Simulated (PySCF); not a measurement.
**MCa for M along group 12**

PBE with double-zeta basis sets in PySCF, for the lowest determinant that a PBE0 search found; no spin–orbit coupling. De refers to high-spin ground-configuration atoms. A positive dipole means M(−)Ca(+).

```
 M       basis  state (unpaired electrons)  Re (Å)  ωe (cm⁻¹)  De (eV)  μ (D)
Zn  x2c-SVPall      singlet (closed shell)   3.590       69.9     0.14  -0.21
Cd    def2-SVP      singlet (closed shell)   3.710       62.5     0.14   0.09
Hg    def2-SVP      singlet (closed shell)   3.738       50.5     0.10   0.08
```

The shortest bond is that of CaZn (3.590 Å), the longest that of CaHg (3.738 Å).

The rows differ in basis set, which adds steps of its own.

Down a group the atoms grow and get heavier, so bonds lengthen and wavenumbers fall; this series shows no clear exception.

Closed-shell solutions of metal pairs were not tested for spin polarisation, which can lower them a little. Weak bonds: CaCd, CaHg, CaZn. Basis-set superposition, not corrected here, can be much of De in a small basis, most of all at correlated wavefunction levels. Functionals without a dispersion term scatter widely for such bonds, and LDA overbinds them. Spin–orbit coupling is left out.
